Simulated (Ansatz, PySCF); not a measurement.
The Ansatz (a quantum-chemistry and plane-wave program) input:
Ansatz 0.2 input:
```yaml
crystal:
  periodic: [false, false, false]
  atoms:
    - {symbol: C, position_ang: [0.00128034, -0.21316871, -1.07804677]}
    - {symbol: Cl, position_ang: [-0.00067229, 0.11193254, 0.56607046]}
    - {symbol: H, position_ang: [0.94272613, -0.30818573, -1.57707968]}
    - {symbol: H, position_ang: [-0.93897920, -0.31565514, -1.57783752]}
basis:
  gaussian:
    orbitals: aug-cc-pVDZ
magnetization: {spin_polarized: true, initial_magnetization: 1}
correlation: {method: mp2, electrons: outside_noble_gas}
accuracy: high
```

Task: Convert this to an input for PySCF.

Result: One answer among several that fit: 
```python
from pyscf import gto, scf, mp

mol = gto.M(
    atom='''
C     0.001280   -0.213169   -1.078047
Cl   -0.000672    0.111933    0.566070
H     0.942726   -0.308186   -1.577080
H    -0.938979   -0.315655   -1.577838
''',
    basis='aug-cc-pvdz',
    charge=0,
    spin=1,
    verbose=3,
)

mf = scf.UHF(mol)
mf.kernel()

pt = mp.MP2(mf, frozen=6)
pt.kernel()
print('E(MP2) = %.10f' % pt.e_tot)
```

Both were run: Ansatz gave -498.759923 Eh and PySCF -498.759924 Eh, 0.000 mEh apart.
